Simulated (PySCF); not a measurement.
**Os+ (osmium, charge +1): UHF calculation**

Configuration: [Xe] 4f14 5d6 6p1, one real determinant (an excited configuration). All numbers are calculated (PySCF 2.14, the spin-free X2C one-electron Hamiltonian (Gaussian nucleus), in x2c-TZVPPall with one added diffuse shell each of s, p, d, f type (12s8p8d4f1g, 113 functions)).

```
Total energy                                                  : -17249.575473 hartree
One-electron energy                                           : -23638.1349 hartree
Hartree (Coulomb) energy                                      : 6727.9028 hartree
Exchange energy                                               : -339.3434 hartree
⟨S²⟩                                                          : 8.7551
⟨L²⟩                                                          : 8.342
Sum of ⟨r⟩                                                    : 43.17 bohr
Sum of ⟨r²⟩                                                   : 58.43 bohr²
Traceless quadrupole moment −½Σ⟨3z² − r²⟩ along its main axis : -6.23 e·bohr²
Langevin diamagnetic susceptibility                           : -46.3 ×10⁻⁶ cm³/mol
```

```tsv
shell	electrons	mean orbital energy (hartree)	spread (hartree)	rms radius, mean of both spins (bohr)
1s β	1	-2729.72439	0	0.0201
1s α	1	-2729.72408	0	0.0201
2s α	1	-481.02320	0	0.0809
2s β	1	-481.00701	0	0.0809
2p α	3	-420.27700	0.00572	0.0739
2p β	3	-420.25981	0.00056	0.0739
3s α	1	-114.60723	0	0.207
3s β	1	-114.60295	0	0.207
3p α	3	-96.38865	0.01000	0.209
3p β	3	-96.38324	0.00774	0.209
3d α	5	-75.23643	0.00867	0.191
3d β	5	-75.22228	0.01051	0.191
4s α	1	-25.73803	0	0.459
4s β	1	-25.71812	0	0.459
4p α	3	-19.63305	0.01877	0.488
4p β	3	-19.61226	0.01165	0.488
4d α	5	-11.76170	0.01952	0.526
4d β	5	-11.73047	0.02281	0.526
5s α	1	-4.40990	0	1.08
5s β	1	-4.23036	0	1.08
4f α	7	-2.98777	0.01969	0.611
4f β	7	-2.96540	0.01220	0.611
5p α	3	-2.78399	0.04127	1.25
5p β	3	-2.51842	0.04905	1.25
5d α	5	-0.82733	0.04881	1.86
5d β	1	-0.70205	0	1.86
6p α	1	-0.39620	0	3.91
```

⟨L²⟩ = 8.34 against 12 for a pure F term, so this real determinant mixes terms. Spin-orbit coupling, absent here, splits the open shell strongly.

Densities and radii are taken from the X2C orbitals without a picture-change correction, which distorts them close to the nucleus.

Spin-orbit constants ζ (cm⁻¹) from the X2C one-electron operator on these orbitals: bare nucleus, nucleus screened by l(l+1)(2l+1)/3 electrons, and screened by the Breit-Pauli mean field of the electrons.

```tsv
shell	bare	screened nucleus	mean field
2p	7687000	7485000	n/a
3p	1693000	1649000	n/a
3d	264000	229200	n/a
4p	393500	383100	n/a
4d	53560	46520	n/a
4f	9969	6296	n/a
5p	56540	55050	n/a
5d	4153	3606	n/a
6p	4795	4669	n/a
```

To first order the Landé constant is A = -169.6 cm⁻¹, so the lowest level has J = 11/2 and lies 0.158 eV below the centre of the term. This holds in LS coupling only.
